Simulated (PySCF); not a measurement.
Al(F)(Br)(OMe) (CH3AlBrFO), SMILES C[O][Al]([F])[Br].

Coordinates come from a PBE-D3(BJ)/def2-SVP optimisation. The structure was generated by enumeration; whether it is a known compound was not checked. One conformer was computed; it need not be the lowest.

The numbers are results of PySCF with PBE-D3(BJ)/def2-SVP, not measurements.

Frequencies are harmonic and unscaled.

```json
[
 {"mode": "1", "ν (cm⁻¹)": "72", "IR (km/mol)": "3.0", "moving atoms (share of kinetic energy)": "C 46 %, H 22 %, Br 20 %"},
 {"mode": "2", "ν (cm⁻¹)": "85", "IR (km/mol)": "0.0", "moving atoms (share of kinetic energy)": "H 98 %"},
 {"mode": "3", "ν (cm⁻¹)": "100", "IR (km/mol)": "1.1", "moving atoms (share of kinetic energy)": "O 46 %, H 19 %, C 17 %, F 14 %"},
 {"mode": "4", "ν (cm⁻¹)": "180", "IR (km/mol)": "9.4", "moving atoms (share of kinetic energy)": "F 64 %, Br 13 %, Al 11 %"},
 {"mode": "5", "ν (cm⁻¹)": "234", "IR (km/mol)": "60.1", "moving atoms (share of kinetic energy)": "Al 69 %, O 16 %, F 12 %"},
 {"mode": "6", "ν (cm⁻¹)": "239", "IR (km/mol)": "17.7", "moving atoms (share of kinetic energy)": "O 56 %, Br 11 %, F 10 %"},
 {"mode": "7", "ν (cm⁻¹)": "382", "IR (km/mol)": "42.2", "moving atoms (share of kinetic energy)": "Al 37 %, Br 24 %, F 20 %, O 10 %"},
 {"mode": "8", "ν (cm⁻¹)": "712", "IR (km/mol)": "134.8", "moving atoms (share of kinetic energy)": "Al 45 %, O 21 %, C 17 %, F 10 %"},
 {"mode": "9", "ν (cm⁻¹)": "896", "IR (km/mol)": "70.3", "moving atoms (share of kinetic energy)": "Al 49 %, F 43 %"},
 {"mode": "10", "ν (cm⁻¹)": "1139", "IR (km/mol)": "48.2", "moving atoms (share of kinetic energy)": "H 66 %, C 23 %, O 11 %"},
 {"mode": "11", "ν (cm⁻¹)": "1145", "IR (km/mol)": "0.1", "moving atoms (share of kinetic energy)": "H 77 %, C 19 %"},
 {"mode": "12", "ν (cm⁻¹)": "1205", "IR (km/mol)": "261.3", "moving atoms (share of kinetic energy)": "O 54 %, C 31 %, H 11 %"},
 {"mode": "13", "ν (cm⁻¹)": "1422", "IR (km/mol)": "1.2", "moving atoms (share of kinetic energy)": "H 97 %"},
 {"mode": "14", "ν (cm⁻¹)": "1425", "IR (km/mol)": "1.3", "moving atoms (share of kinetic energy)": "H 95 %"},
 {"mode": "15", "ν (cm⁻¹)": "1431", "IR (km/mol)": "12.7", "moving atoms (share of kinetic energy)": "H 89 %, C 9 %"},
 {"mode": "16", "ν (cm⁻¹)": "2922", "IR (km/mol)": "81.4", "moving atoms (share of kinetic energy)": "H 97 %"},
 {"mode": "17", "ν (cm⁻¹)": "3002", "IR (km/mol)": "36.2", "moving atoms (share of kinetic energy)": "H 90 %, C 10 %"},
 {"mode": "18", "ν (cm⁻¹)": "3014", "IR (km/mol)": "29.1", "moving atoms (share of kinetic energy)": "H 90 %, C 10 %"}
]
```
